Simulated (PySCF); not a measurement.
C2H5Ge2NO.
InChI=1S/C2H5Ge2NO/c5-2-4-1-3-6-4/h4H,1,3H2/t4-/m1/s1

Computed, not measured: PBE0-D3(BJ)/def2-SVP geometry optimisation, gas phase (PySCF 2.14.0).

Take the most abundant isotopes and a rigid rotor. 

Task: Give the principal moments of inertia and the rotational constants in MHz.

Result: Ia = 135.50, Ib = 542.38, Ic = 563.80 u·Å²; 505379 MHz·u·Å²/I gives A = 3730, B = 931.8, C = 896.4 MHz.

Task: Classify the top.

Result: A near-prolate asymmetric top. Ray's parameter κ = (2B − A − C)/(A − C) = -0.975; −1 is the prolate and +1 the oblate limit.

Task: What does the inertial defect say?

Result: Not planar: Δ = Ic − Ia − Ib = -114.08 u·Å². For a rigid frame Δ = −2 Σ m c², so Σ m c² = 57.04 u·Å² lies off the ab plane: 8.61 from hydrogen and 48.44 from heavier atoms. The atom farthest from that plane is 2.16 Å away.

Task: Give the other two planar moments, Paa and Pbb, and the rms extents of the mass along the axes.

Result: Paa = Σ m a² = (Ib + Ic − Ia)/2 = 485.34 and Pbb = Σ m b² = (Ia + Ic − Ib)/2 = 78.46 u·Å². With the mass M = 206.88 u, the rms extents √(P/M) along a, b and c are 1.53, 0.62, 0.53 Å.

Task: Give the coordinates in the principal-axis frame, origin at the centre of mass.

Result: The sense of each axis is arbitrary; atoms in the order of the calculation.
```tsv
atom	mass (u)	a (Å)	b (Å)	c (Å)
N1	14.003	3.208	1.396	0.151
C2	12.000	2.335	0.641	0.046
Ge3	73.921	0.866	-0.610	-0.065
C4	12.000	-0.413	-0.368	1.405
Ge5	73.921	-1.650	0.323	0.019
O6	15.995	-0.359	-0.001	-1.227
H7	1.008	1.440	-1.980	-0.434
H8	1.008	-0.733	-1.297	1.898
H9	1.008	-0.096	0.363	2.161
H10	1.008	-2.895	-0.535	-0.262
H11	1.008	-1.980	1.822	0.096
```

Task: List the rotational levels J(Ka,Kc) to J = 4 (MHz).

Result: Above 0(0,0):
J = 1: 1(0,1) 1828, 1(1,1) 4626, 1(1,0) 4661
J = 2: 2(0,2) 5484, 2(1,2) 8247, 2(1,1) 8353, 2(2,1) 16747, 2(2,0) 16747
J = 3: 3(0,3) 10967, 3(1,3) 13678, 3(1,2) 13890, 3(2,2) 22231, 3(2,1) 22233, 3(3,1) 36309, 3(3,0) 36309
J = 4: 4(0,4) 18277, 4(1,4) 20919, 4(1,3) 21273, 4(2,3) 29543, 4(2,2) 29548, 4(3,2) 43622, 4(3,1) 43622, 4(4,1) 63330, 4(4,0) 63330

Task: Which types of transition are allowed, and where do some lines up to J = 5 fall?

Result: The dipole components are |μa| = 3.29 D, |μb| = 2.40 D, |μc| = 2.08 D. The squared components, which scale the intensities, stand as 1.00 : 0.53 : 0.40 (a : b : c). Some of the stronger lines:

| type | branch | J(Ka,Kc) | MHz | lower level (cm⁻¹) |
| --- | --- | --- | --- | --- |
| c | Q | 5(1,5) ← 5(0,5) | 2559 | 0.914 |
| a | R | 2(1,2) ← 1(1,1) | 3621 | 0.154 |
| b | R | 1(1,1) ← 0(0,0) | 4626 | 0.000 |
| a | R | 4(2,3) ← 3(2,2) | 7312 | 0.742 |
| b | R | 3(1,3) ← 2(0,2) | 8194 | 0.183 |
| b | Q | 3(2,1) ← 3(1,2) | 8342 | 0.463 |
| a | R | 5(1,5) ← 4(1,4) | 9051 | 0.698 |
| b | R | 4(1,4) ← 3(0,3) | 9952 | 0.366 |
| c | R | 2(2,1) ← 1(1,1) | 12121 | 0.154 |
| c | Q | 5(3,3) ← 5(2,3) | 14069 | 1.291 |
| b | Q | 3(3,0) ← 3(2,1) | 14076 | 0.742 |
| c | R | 4(2,3) ← 3(1,3) | 15865 | 0.456 |
| b | R | 4(2,2) ← 3(1,3) | 15870 | 0.456 |
| c | R | 3(3,1) ← 2(2,1) | 19562 | 0.559 |
| b | R | 3(3,0) ← 2(2,1) | 19562 | 0.559 |
| b | Q | 4(4,1) ← 4(3,2) | 19708 | 1.455 |
| c | R | 4(3,2) ← 3(2,2) | 21391 | 0.742 |
| b | R | 4(3,1) ← 3(2,2) | 21391 | 0.742 |
| b | R | 4(4,1) ← 3(3,0) | 27021 | 1.211 |
| b | R | 5(4,1) ← 4(3,2) | 28850 | 1.455 |

Task: Estimate the classical rotational partition function at 25 K, 50 K and 298.15 K.

Result: Point group C1, symmetry number σ = 1; q = (√π/σ)·√((kT/h)³/(ABC)), k/h = 20836.6 MHz/K: 11900 at 25 K, 33800 at 50 K, 492000 at 298.15 K.

Stationary, but not proved a minimum. No vibrational averaging or centrifugal distortion is included, and the geometry carries the error of its method. Quadrupole hyperfine structure (14N) is left out.
